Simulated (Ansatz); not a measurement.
`CC(=N)CI` + H₂ → `CC(C)=N` + HI at 600 K and 1 bar (hydrogenolysis of a C–I bond).

Computed with Ansatz on PBE0-D4/def2-TZVP structures; ΔE is electronic, products minus reactants. CCSD(T)/CBS adds triple-zeta CCSD(T) − MP2 to the extrapolated MP2 energy (def2 sets, frozen cores). This one scheme is used for every species. Elements past krypton have def2 core potentials. For I outer-core shells are correlated without core-valence functions, which leaves a few kJ/mol of doubt a bond. Each species was taken in one conformer, which may not be the lowest.

```csv
species,CCSD(T)/CBS energy (Eh),H − E (kJ/mol),S (J/(mol·K))
`CC(=N)CI`,-469.90115,286.3,431.6
H₂,-1.17544,43.9,150.8
`CC(C)=N`,-173.06293,303.7,371.8
HI,-298.03592,31.6,227.0
```

H − E and S are ideal-gas, rigid-rotor, harmonic terms from PBE0-D4/def2-TZVP, for one conformer and one mirror image of each species. The MP2-based limit puts H₂ 0.8 mEh under its directly extrapolated value; such offsets cancel only in part. 1 Eh = 2625.50 kJ/mol, R = 8.31446 J/(mol·K).

Problem. By hand: ΔE, ΔH, ΔS and ΔG.

Solution. ΔE = (-173.06293) + (-298.03592) − (-469.90115) − (-1.17544) = -0.02226 Eh = -58.4 kJ/mol. Δ(H − E) = 303.7 + 31.6 − 286.3 − 43.9 = 5.1, so ΔH = -53.3 kJ/mol. ΔS = 371.8 + 227.0 − 431.6 − 150.8 = 16.4 J/(mol·K). ΔG = -53.3 − 600 × (16.4)/1000 = -63.1 kJ/mol.

Problem. By hand: the equilibrium constant, and the temperature at which ΔG would vanish if ΔH and ΔS stayed fixed.

Solution. log₁₀ K = −ΔG/(RT ln 10) = 5.5. ΔH and −TΔS have one sign here, so there is no such temperature.

ΔH outweighs TΔS. A doubt of 5 kJ/mol in ΔE shifts log₁₀ K by 0.4 here. Other conformers and mirror images would add mixing entropy, several J/(mol·K) or more a flexible species. These are equilibria of isolated gas molecules and say nothing of rates. Largest T1 diagnostic: 0.011 (customary marks: 0.02 for closed shells, 0.045 for open ones).
